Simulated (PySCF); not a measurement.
CH4O3, SMILES OC(O)O. Geometry optimised at PBE-D3(BJ)/def2-SVP. One conformer was computed; it need not be the lowest.

### Question
Give the equilibrium geometry at PBE-D3(BJ)/def2-SVP (PySCF confirms it by a frequency run) as Cartesian coordinates in Å, and its point group. (The exact figures need the calculation; the answer reports its results.)

### Answer
This is not unique; one that fits is point group Cs.
```xyz
8

O     -0.1597    -0.7133     1.0986
C      0.3447    -0.0202     0.0000
O     -0.0361     1.3341     0.0000
O     -0.1597    -0.7133    -1.0986
H      0.1632    -0.2377     1.8855
H      1.4663     0.0165     0.0000
H     -1.0167     1.3200     0.0000
H      0.1632    -0.2377    -1.8855
```
Charge 0, spin multiplicity 1.
